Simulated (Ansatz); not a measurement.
Gas-phase electronic energies from Ansatz, PBE0-D4/def2-TZVP geometries. CBS: MP2 limit from def2 TZ/QZ plus the TZ coupled-cluster correction, frozen cores. This one scheme is used for every species. Functionals use def2-TZVPP. B3LYP here is the variant with VWN-RPA as its local correlation; programs differ in this. One conformer a species, not always the lowest.

Consider the formal exchange of groups at a C–Si bond: `N=C[Si](N)(O)S` + CH₃OH → `N=CCO` + `N[SiH](O)S`.

```tsv
level	ΔE (kcal/mol)	difference from CCSD(T)/CBS
PBE-D4	0.4	-1.0
r2SCAN-D4	0.0	-1.4
PBE0-D4	0.1	-1.3
B3LYP-D4	1.3	-0.1
ωB97X-V	0.3	-1.1
ωB97M-V	0.9	-0.5
PBE	-0.6	-2.0
PBE0	-0.8	-2.2
HF/def2-TZVPP	-0.8	-2.2
MP2/def2-TZVPP	1.1	-0.3
SCS-MP2/def2-TZVPP	1.2	-0.2
CCSD/def2-TZVPP	0.9	-0.5
HF/def2-QZVPP	-0.9	-2.3
MP2/def2-QZVPP	1.1	-0.3
HF/CBS(def2)	-0.9	-2.3
CCSD/CBS(def2)	1.0	-0.4
CCSD(T)/CBS	1.4	0
```

Largest T1 diagnostic among the species: 0.012.

The D4 term adds +1.5 kcal/mol with B3LYP and +0.9 kcal/mol with PBE0; it sums over pairs of atoms, weighted by their polarisabilities, and B3LYP, whose exchange is more repulsive, gets the larger term. In def2-TZVPP, CCSD(T) changes the Hartree–Fock value by +2.1 kcal/mol (the triples alone add +0.3 kcal/mol) and MP2 by +1.9 kcal/mol.
